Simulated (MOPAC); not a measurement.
Input file for MOPAC: PM7 on ZnIn, 2S+1 = 2, a spin state set in the input, which need not be the lowest, a point of a bond scan (R = 2.876 Å).

```
PM7 1SCF PRECISE CHARGE=0 UHF MS=0.5 THREADS=1
InZn

Zn     0.00000000 1     0.00000000 1     0.00000000 1
In     0.00000000 1     0.00000000 1     2.87592900 1
```

Program output:

```
*******************************************************************************
 **                                                                           **
 **                              MOPAC v23.2.5                                **
 **                                                                           **
 *******************************************************************************
 ** MOPAC's Digital Object Identifier: https://doi.org/10.5281/zenodo.6511958 **
 **                                                                           **
 ** Please cite the open-source release paper for use of this MOPAC version:  **
 ** J. E. Moussa and J. J. P. Stewart (2026)                                  **
 ** MOPAC: An open-source semiempirical molecular orbital program             **
 ** J. Open Source Softw., 11(119), 8025, https://doi.org/10.21105/joss.08025 **
 *******************************************************************************

                              PM7 CALCULATION RESULTS

 *******************************************************************************
 *  PM7        - The PM7 Hamiltonian to be used
 *  UHF        - UNRESTRICTED HARTREE-FOCK CALCULATION
 *
 *
 *
 *                 CHARGE ON SYSTEM = 0
 *
 *
 *
 *  MS=        - IN MECI, MAGNETIC COMPONENT OF SPIN =  0.5
 *  PRECISE    - TIGHTER CRITERIA TO BE USED
 *  1SCF       - DO 1 SCF AND THEN STOP
 *  THREADS=1  - MULTI-THREADING NOT USED
 *  T=         - A TIME OF 172800.0 SECONDS REQUESTED
 *  DUMP=N     - RESTART FILE WRITTEN EVERY 7200.0 SECONDS REQUESTED
 *******************************************************************************
PM7 1SCF PRECISE CHARGE=0 UHF MS=0.5 THREADS=1
 InZn

   ATOM   CHEMICAL          X               Y               Z
  NUMBER   SYMBOL      (ANGSTROMS)     (ANGSTROMS)     (ANGSTROMS)

     1      Zn          0.00000000  *   0.00000000  *   0.00000000  *
     2      In          0.00000000  *   0.00000000  *   2.87592900  *



          CARTESIAN COORDINATES

    NO.       ATOM           X           Y           Z

     1        Zn          0.0000      0.0000      0.0000
     2        In          0.0000      0.0000      2.8759

 General Reference for PM7:
 "Optimization of Parameters for Semiempirical Methods VI: More Modifications to the
 NDDO Approximations and Re-optimization of Parameters", J. J. P. Stewart, J. Mol. Mod., 1:32, 19 (2013)
 https://link.springer.com/article/10.1007/s00894-012-1667-x

           Empirical Formula: Zn In  =     2 atoms



      MOLECULAR POINT GROUP   :   C*v


          UHF CALCULATION, NO. OF ALPHA ELECTRONS =    3
                           NO. OF BETA  ELECTRONS =    2

 -------------------------------------------------------------------------------
 PM7 1SCF PRECISE CHARGE=0 UHF MS=0.5 THREADS=1
 InZn



     1SCF WAS SPECIFIED, SO BFGS WAS NOT USED
     SCF FIELD WAS ACHIEVED


                              PM7 CALCULATION
                                                       MOPAC v23.2.5 Linux




          FINAL HEAT OF FORMATION =         45.10924 KCAL/MOL =     188.73707 KJ/MOL


          COSMO AREA              =         83.54 SQUARE ANGSTROMS
          COSMO VOLUME            =         65.41 CUBIC ANGSTROMS

          IONIZATION POTENTIAL    =          5.146102 EV
          ALPHA SOMO LUMO (EV)    =         -5.146  3.324
          BETA  SOMO LUMO (EV)    =         -6.065  3.319
          NO. OF ALPHA ELECTRONS  =          3
          NO. OF BETA  ELECTRONS  =          2
          MOLECULAR WEIGHT        =        180.2000         POINT GROUP:  C*v

          MOLECULAR DIMENSIONS (Angstroms)

            Atom       Atom       Distance
           In     2   Zn     1     2.87593
           In     2   Zn     1     0.00000
           Zn     1   In     2     0.00000


          SCF CALCULATIONS        =          1





   ATOM   CHEMICAL          X               Y               Z
  NUMBER   SYMBOL      (ANGSTROMS)     (ANGSTROMS)     (ANGSTROMS)

     1      Zn          0.00000000  *   0.00000000  *   0.00000000  *
     2      In          0.00000000  *   0.00000000  *   2.87592900  *

                             CARTESIAN COORDINATES

   1   Zn        0.000000000     0.000000000     0.000000000
   2   In        0.000000000     0.000000000     2.875929000


           Empirical Formula: Zn In  =     2 atoms



      MOLECULAR POINT GROUP   :   C*v


          ALPHA EIGENVALUES
 -12.01471  -5.76711  -5.14610   3.32376   3.48383   3.50776   6.40964   8.09099


           BETA EIGENVALUES
 -11.98161  -6.06454   3.31872   3.47965   3.50631   5.15551   6.15803  10.13366


              NET ATOMIC CHARGES AND DIPOLE CONTRIBUTIONS

  ATOM NO.   TYPE          CHARGE      No. of ELECS.   s-Pop       p-Pop
    1         Zn           0.166019        1.8340     1.83203     0.00195
    2         In          -0.166019        3.1660     0.04434     3.12168
 DIPOLE           X         Y         Z       TOTAL
 POINT-CHG.     0.000     0.000    -2.293     2.293
 HYBRID         0.000     0.000     0.365     0.365
 SUM            0.000     0.000    -1.928     1.928


          ATOMIC ORBITAL ELECTRON POPULATIONS

     Atom    s        px        py        pz
    1 Zn   1.83203   0.00076   0.00053   0.00067
    2 In   0.04434   1.99924   0.99947   0.12297


                    (SZ)    =    0.500000
                    (S**2)  =    0.750397


          ATOMIC ORBITAL SPIN POPULATIONS

    Atom   Total    s     px     py     pz
         Atomic
    1 Zn -0.0027 -0.003  0.000  0.001 -0.000
    2 In  1.0027  0.006 -0.000  0.999 -0.002

 **********************
 *                    *
 * JOB ENDED NORMALLY *
 *                    *
 **********************




 == MOPAC DONE ==
```

The run finished.

Cost: roughly 0.020 core-seconds.
